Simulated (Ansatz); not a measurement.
Born–Oppenheimer molecular dynamics of C2H7AlS (11 atoms, charge 0, multiplicity 1). It starts from a relaxed structure.

Theory: RKS B3LYP/6-31G (Ansatz 0.2.0).

| Property | Result |
| --- | --- |
| ensemble | NVT, Langevin thermostat |
| time step | 0.5 fs |
| steps asked | 150 |
| set temperature | 300 K |
| friction | 0.02 /fs |
| seed | 973335 |

First frame:

```xyz
11
Properties=species:S:1:pos:R:3
C -1.329 -0.250 -0.288
C -0.357 0.912 0.004
Al 1.539 0.439 0.357
S 2.251 -1.720 0.305
H -1.386 -0.952 0.554
H -2.346 0.117 -0.474
H -1.024 -0.823 -1.173
H -0.359 1.628 -0.834
H -0.710 1.492 0.873
H 2.720 1.458 0.699
H 1.067 -2.357 -0.003
```

Problem. How far do the bonds stretch over the last three quarters of this one trajectory? (Pairs bonded in most of those frames.)

Solution. 
```
   bond  mean (Å)  spread (Å)  shortest  longest
  C1–C2     1.551       0.023      1.50     1.58
  C1–H5     1.099       0.031      1.04     1.16
  C1–H6     1.100       0.020      1.06     1.15
  C1–H7     1.098       0.016      1.07     1.14
 C2–Al3     2.005       0.041      1.90     2.05
  C2–H8     1.110       0.029      1.05     1.16
  C2–H9     1.109       0.022      1.07     1.15
 Al3–S4     2.246       0.029      2.20     2.31
Al3–H10     1.601       0.026      1.56     1.66
 S4–H11     1.379       0.012      1.35     1.40
```

Mean temperature of the second half: 256 K. The mean temperature of the second half is 15 % below the set value. A run of 0.075 ps of so small a system gives no equilibrium averages. Limits of this set-up: no polarisation functions.

Run time: 8.8 min on 1 thread of Intel(R) Xeon(R) Platinum 8375C CPU @ 2.90GHz (Ice Lake), on a shared host, peak memory 0.15 GiB.
